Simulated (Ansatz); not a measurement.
Reaction (redistribution): `C=N[Si](N)(O)F` + `O[Si](F)(Cl)Br` → `N[Si](O)(F)Br` + `C=N[Si](O)(F)Cl`

Isolated molecules relaxed with PBE0-D4/def2-TZVP in Ansatz; ΔE leaves out vibrations. CCSD(T)/CBS is the MP2 limit (def2-TZVPP, def2-QZVPP) plus CCSD(T) − MP2 in def2-TZVPP, frozen cores. For Br outer-core shells are correlated without core-valence functions, which leaves a few kJ/mol of doubt a bond. Scalar relativity is left out up to krypton. Each species was taken in one conformer, which may not be the lowest.

| species | SCS-MP2/def2-QZVPP energy (Eh) |
| --- | --- |
| `C=N[Si](N)(O)F` | -614.52151 |
| `O[Si](F)(Cl)Br` | -3497.53436 |
| `N[Si](O)(F)Br` | -3093.66676 |
| `C=N[Si](O)(F)Cl` | -1018.39260 |

Problem. Work out ΔE.

Solution. ΔE = (-3093.66676) + (-1018.39260) − (-614.52151) − (-3497.53436) = -0.00349 Eh = -0.09 eV. CCSD(T)/CBS gives -0.09 eV.

Largest T1 diagnostic among the species: 0.012.
